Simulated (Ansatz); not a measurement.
`[OH][Ge][OH]`. Total charge 0; spin multiplicity 1. Geometry: relaxed with PBE0-D4/def2-TZVP. It is one conformer, not always the lowest.

```xyz
5

O    -1.281   -0.489   -0.298
Ge    0.094    0.125   -1.267
O     1.304    0.519   -0.008
H    -1.195   -0.520    0.659
H     1.078    0.366    0.914
```

Question: What is the dipole moment at ωB97M-V/def2-TZVPP? (Estimate.)

Answer: Computed: 1.45 D, with components (-0.11, -0.14, 1.44) D in this frame, pointing from negative to positive charge.

Question: And with PBE, r2SCAN, B3LYP? (An estimate is asked.)

Answer: The calculation gave: PBE 1.55 D, r2SCAN 1.64 D, B3LYP 1.42 D.

Question: Give the Mulliken charges with ωB97M-V, r2SCAN, B3LYP in def2-TZVPP. (Best estimate.)

Answer: The calculation gave: 
```tsv
atom	ωB97M-V	r2SCAN	B3LYP
O1	-0.43	-0.44	-0.43
Ge2	0.55	0.53	0.54
O3	-0.43	-0.44	-0.43
H4	0.15	0.17	0.16
H5	0.15	0.17	0.16
```

B3LYP here is the variant with VWN-RPA as its local correlation; programs differ in this.
